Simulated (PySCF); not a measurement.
# Two-component Hartree-Fock for Os⁵⁹⁺ (osmium, charge +59)

Start: [Ne] 3s2 3p5; 3p1/2 filled at m_j = +1/2; 3p3/2 filled at m_j = -3/2, -1/2, +1/2, +3/2. Calculated with PySCF 2.14 in an even-tempered Gaussian basis (18 s from 18 bohr⁻², ratio 2.4; 14 p from 24 bohr⁻², ratio 2.4; 4 d from 85 bohr⁻², ratio 2.6; 4 f from 130 bohr⁻², ratio 2.6): generalised Hartree-Fock with the X2C-1e Hamiltonian and a Gaussian nucleus; one run each with spin-orbit coupling (SO) screened by Boettger's factors, then bare. This is a chosen level, not necessarily the ground level.

```json
{"spinor shell": "1s1/2", "electrons": "2", "ε, screened SO (eV)": "-78809.2", "ε, bare SO (eV)": "-78808.2", "weight of nominal j (bare SO)": "1.000", "rms radius, bare SO (bohr)": "0.0200"}
{"spinor shell": "2s1/2", "electrons": "2", "ε, screened SO (eV)": "-17461.4", "ε, bare SO (eV)": "-17461.2", "weight of nominal j (bare SO)": "1.000", "rms radius, bare SO (bohr)": "0.0800"}
{"spinor shell": "2p1/2", "electrons": "2", "ε, screened SO (eV)": "-16916.5", "ε, bare SO (eV)": "-16953.0", "weight of nominal j (bare SO)": "1.000", "rms radius, bare SO (bohr)": "0.0677"}
{"spinor shell": "2p3/2", "electrons": "4", "ε, screened SO (eV)": "-15358.6", "ε, bare SO (eV)": "-15347.3", "weight of nominal j (bare SO)": "1.000", "rms radius, bare SO (bohr)": "0.0751"}
{"spinor shell": "3s1/2", "electrons": "2", "ε, screened SO (eV)": "-6867.7", "ε, bare SO (eV)": "-6867.7", "weight of nominal j (bare SO)": "1.000", "rms radius, bare SO (bohr)": "0.193"}
{"spinor shell": "3p1/2", "electrons": "1", "ε, screened SO (eV)": "-6664.2", "ε, bare SO (eV)": "-6673.5", "weight of nominal j (bare SO)": "1.000", "rms radius, bare SO (bohr)": "0.183"}
{"spinor shell": "3p3/2", "electrons": "4", "ε, screened SO (eV)": "-6250.4", "ε, bare SO (eV)": "-6247.5", "weight of nominal j (bare SO)": "1.000", "rms radius, bare SO (bohr)": "0.195"}
```

| quantity | screened SO | bare SO |
| --- | --- | --- |
| E (hartree) | -13510.97206 | -13511.94761 |
| M_J | 1/2 | 1/2 |
| ⟨J²⟩ | 0.750 | 0.750 |
| ⟨L²⟩ | 2.044 | 2.047 |
| ⟨S²⟩ | 0.794 | 0.796 |

Each row is a mean over spinors that exchange with the open shell spreads, by up to 21.904 eV (2p1/2).

Breit and QED terms are absent; they matter most for the inner s and p1/2 levels.

Densities and radii are taken from the X2C orbitals without a picture-change correction, which distorts them close to the nucleus.
